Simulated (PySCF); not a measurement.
Tantalum: a sound run and one with changed settings

Sound run: Ta [Xe] 4f14 5d3 6s2, Ta⁺ [Xe] 4f14 5d3 6s1. All numbers are calculated (PySCF 2.14, scalar relativity through the core potential, in def2-SVP with the def2 core potential (60 electrons)). In the sound run the correlated levels freeze 5s2 5p6 outside the core potential. The sound run starts from symmetry-adapted Hartree-Fock orbitals and uses a fine grid where one is needed.

Changed run: all electrons correlated in a basis built for the valence shell.

```tsv
species	method	sound run (hartree)	changed run (hartree)	converged
Ta	MP2	-56.33480	-56.45460	yes
Ta⁺	MP2	-56.09282	-56.20218	yes
```

Ionisation energy of Ta:

```csv
method,sound run (eV),changed run (eV)
UHF,5.730,5.730
MP2,6.585,6.869
SCS-MP2,6.745,6.925
```

A valence basis has no tight correlating functions, so it recovers only part of the core correlation, and not evenly between atom and ion.

For comparison, NIST gives 7.550 eV between the lowest levels.
